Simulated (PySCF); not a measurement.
# Hg₂Se: breathing scan

These are results of PySCF, B3LYP, basis Se def2-SVP, Hg def2-SVP with ECP60 (scalar-relativistic core potentials, no spin–orbit coupling, density fitting), not measurements.

Rigid scan from the singlet minimum (Se–Hg 2.611 Å (×2); Hg–Se–Hg 180.0°). Coordinate: all bonds to the central atom scaled together. Energies in kJ/mol from the minimum.

**Question.** Predict the curve at 0.88, 0.92, 0.96, 1.00, 1.04, 1.08, 1.14, 1.22, 1.35.

**Answer.** 
```csv
scale of all bonds to the centre,E (kJ/mol)
0.88,86.9
0.92,32.5
0.96,6.9
1.00,0.0
1.04,5.0
1.08,17.1
1.14,41.8
1.22,77.0
1.35,124.8
```

At long bonds a restricted determinant can lie too high, and another spin state can fall below this curve.

Spin–orbit coupling, left out here, can matter for elements this heavy.

Other isomers or separated fragments may lie lower.
